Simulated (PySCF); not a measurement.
Computed shifts of a molecule C4H6O2, PySCF with PBE0/pcSseg-1, GIAO, gas phase, equivalent atoms averaged, in ppm (number of nuclei): ¹³C: 205.5 (1), 72.6 (2), 50.1 (1). ¹H: 10.48 (1), 5.22 (2), 4.98 (2), 3.42 (1). References: ¹⁷O against H2O (σ = 334.2 ppm); ¹³C against TMS (σ = 186.3 ppm); ¹H against TMS (σ = 31.56 ppm), references at their B3LYP-D3(BJ)/def2-TZVP geometries, non-relativistic. The structure is a stationary point at ωB97X-D3(BJ)/def2-SVP. The values are those of a single conformer.

Problem. Identify the compound among the candidates.
A) O=CC1COC1
B) CC=C1OCO1
C) C=CC1OCO1
D) COC1=COC1

Solution. A, O=CC1COC1
